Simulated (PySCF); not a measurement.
Input of a run (PBE0-D3(BJ)/def2-SVP geometry optimisation, gas phase (PySCF 2.14.0)), started from a GFN2-xTB structure with every atom displaced at random (by about 0.01 Å):
```
{"job": {"xc": "PBE0", "basis": "def2-SVP", "d3": "d3bj", "grid": 1, "shake": 0.01, "kind": "geom"}, "charge": 0, "multiplicity": 1}
C     -1.447160    -0.200800    -0.266130
N     -0.857210     1.129060    -0.172820
Si     0.720790     1.339350     0.412820
C      1.466230    -0.390830     0.049390
Si    -0.087190    -1.505600    -0.221230
H     -2.191320    -0.323380     0.541750
H     -2.031290    -0.233820    -1.201740
H     -1.499280     1.897880    -0.174640
H      1.360160     2.429060    -0.327670
H      0.852460     1.631400     1.872980
H      2.046210    -0.374130    -0.829850
H      2.074740    -0.750860     0.864320
H     -0.354950    -2.404220     0.902810
H     -0.059340    -2.258200    -1.457740
```

Output (energies in Eh, forces in Eh/bohr):
```
step   0  E = -714.70464417  max force = 0.039402
step   1  E = -714.71219685  max force = 0.006239
step   2  E = -714.71241856  max force = 0.001271
step   3  E = -714.71243988  max force = 0.000422
step   4  E = -714.71244835  max force = 0.000588
step   5  E = -714.71246123  max force = 0.000691
step   6  E = -714.71247554  max force = 0.000893
step   7  E = -714.71249203  max force = 0.000678
step   8  E = -714.71250453  max force = 0.000246
optimisation converged
```

Problem. Summarise the run.

Solution. The energy falls by 20.6 kJ/mol over 9 energy and gradient evaluations, the largest force component goes from 0.0394 to 2.5e-04 Eh/bohr, and the atoms move by 0.087 Å rms after alignment. Among the bonds, C4–H11 and Si5–H14 change most and about equally (+0.048 to +0.049 Å). Bonds longer at the end by more than 0.005 Å: 9 of 14; shorter: 2. Among the angles that change most is N2–C1–H6, from 109.1° to 113.7°. Among the dihedrals that turn most is H6–C1–N2–H8, from -55° to -65°. The energy never rose by more than 1e-6 Eh on the way. The first step brought 96 % of the lowering.

Problem. What are the final bond lengths?

Solution. C1–N2 1.453 Å, N2–Si3 1.737 Å, Si3–C4 1.884 Å, C4–Si5 1.891 Å, C1–Si5 1.918 Å, C1–H6 1.109 Å, C1–H7 1.105 Å, N2–H8 1.014 Å, Si3–H9 1.496 Å, Si3–H10 1.504 Å, C4–H11 1.102 Å, C4–H12 1.100 Å, Si5–H13 1.496 Å, Si5–H14 1.496 Å. Numbering counts from 1 in the input's order; the species is `C1N[SiH2]C[SiH2]1`.

The run used 123 basis functions and 54 SCF cycles in all.

PBE0-D3(BJ)/def2-SVP frequencies: not computed here. The numbers are those of one conformer.
